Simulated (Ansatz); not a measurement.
A structure relaxed at r2SCAN-D4/def2-SVP in Ansatz, charge 0, singlet:

```xyz
133

C     7.478    1.376    7.816
C     8.377    0.476    6.968
O     7.680   -0.322    6.046
C     6.716   -1.177    6.614
C     6.320   -2.176    5.547
O     5.282   -2.974    6.069
C     5.138   -4.232    5.456
C     4.561   -4.148    4.042
O     4.307   -5.426    3.508
C     5.431   -6.058    2.940
C     4.992   -7.345    2.290
O     4.250   -7.055    1.135
C     3.686   -8.198    0.548
C     3.060   -7.821   -0.771
O     4.086   -7.549   -1.699
C     3.678   -6.834   -2.840
C     2.904   -7.709   -3.828
O     2.670   -7.066   -5.060
C     1.690   -6.056   -5.021
C     1.269   -5.773   -6.448
O     0.354   -4.708   -6.417
C    -0.173   -4.384   -7.678
C    -1.106   -3.206   -7.491
O    -1.719   -2.943   -8.732
C    -2.363   -1.693   -8.810
C    -3.647   -1.650   -7.983
O    -4.383   -0.456   -8.163
C    -3.793    0.731   -7.682
C    -3.230    0.640   -6.265
O    -4.066   -0.018   -5.339
C    -5.400    0.443   -5.245
C    -5.495    1.849   -4.653
O    -6.823    2.251   -4.419
C    -7.454    1.596   -3.342
C    -8.580    2.480   -2.850
O    -9.176    1.808   -1.770
C   -10.295    2.439   -1.202
C   -10.045    3.869   -0.754
O    -8.876    3.899    0.022
C    -8.545    5.180    0.496
C    -7.134    5.112    1.045
O    -6.847    6.350    1.655
C    -5.481    6.675    1.709
C    -4.686    5.783    2.651
O    -3.369    6.272    2.669
C    -2.473    5.453    3.376
C    -1.113    6.115    3.325
O    -0.187    5.254    3.936
C     1.110    5.788    3.997
C     2.026    4.709    4.558
O     3.321    5.183    4.833
C     4.116    5.447    3.697
C     5.562    5.598    4.129
O     6.218    4.391    4.417
C     5.796    3.720    5.588
C     6.940    2.830    6.025
O     6.472    2.028    7.084
H     8.130    2.102    8.351
H     6.950    0.785    8.582
H     9.073    1.081    6.366
H     8.992   -0.143    7.659
H     7.123   -1.720    7.494
H     5.818   -0.621    6.944
H     6.010   -1.622    4.638
H     7.201   -2.794    5.272
H     4.443   -4.815    6.082
H     6.111   -4.769    5.445
H     3.599   -3.611    4.085
H     5.236   -3.572    3.375
H     5.901   -5.407    2.173
H     6.204   -6.293    3.701
H     4.386   -7.925    3.020
H     5.889   -7.955    2.043
H     2.911   -8.644    1.210
H     4.458   -8.976    0.367
H     2.418   -6.928   -0.623
H     2.408   -8.655   -1.106
H     4.593   -6.472   -3.338
H     3.080   -5.946   -2.547
H     1.943   -8.047   -3.384
H     3.507   -8.606   -4.045
H     0.806   -6.377   -4.430
H     2.065   -5.117   -4.567
H     2.166   -5.522   -7.053
H     0.817   -6.684   -6.893
H    -0.740   -5.235   -8.112
H     0.629   -4.122   -8.400
H    -1.838   -3.460   -6.699
H    -0.529   -2.326   -7.136
H    -2.611   -1.526   -9.871
H    -1.665   -0.885   -8.498
H    -3.439   -1.822   -6.911
H    -4.306   -2.465   -8.324
H    -2.977    1.097   -8.342
H    -4.593    1.487   -7.732
H    -2.292    0.061   -6.258
H    -2.963    1.669   -5.941
H    -5.922    0.398   -6.220
H    -5.901   -0.272   -4.573
H    -5.071    2.594   -5.347
H    -4.894    1.881   -3.717
H    -7.865    0.608   -3.631
H    -6.745    1.428   -2.505
H    -9.304    2.664   -3.673
H    -8.156    3.457   -2.548
H   -10.566    1.824   -0.329
H   -11.160    2.443   -1.903
H   -10.930    4.220   -0.180
H    -9.944    4.550   -1.627
H    -9.238    5.512    1.298
H    -8.593    5.937   -0.315
H    -6.428    4.898    0.216
H    -7.069    4.267    1.760
H    -5.413    7.716    2.063
H    -5.016    6.631    0.701
H    -5.144    5.802    3.664
H    -4.705    4.728    2.302
H    -2.789    5.320    4.432
H    -2.405    4.441    2.923
H    -1.154    7.098    3.840
H    -0.844    6.312    2.265
H     1.445    6.109    2.987
H     1.153    6.683    4.656
H     2.052    3.846    3.860
H     1.604    4.355    5.512
H     4.037    4.619    2.961
H     3.798    6.381    3.188
H     5.592    6.287    5.001
H     6.128    6.063    3.306
H     4.898    3.099    5.408
H     5.534    4.438    6.389
H     7.271    2.217    5.164
H     7.800    3.458    6.343
```

(1) Give its formula, name or SMILES.

(2) Summarise the bond lengths by kind (pairs closer than 1.2 times the sum of covalent radii, bridged metal pairs left out).

Results:

(1) 57-crown-19, `C1COCCOCCOCCOCCOCCOCCOCCOCCOCCOCCOCCOCCOCCOCCOCCOCCOCCOCCO1`.

(2) 38 × C–O 1.40 to 1.41 Å; 19 × C–C 1.51 to 1.53 Å; 76 × C–H 1.10 to 1.11 Å.

Single mean-field runs in def2-SVP are fitted with def2-universal-jkfit.
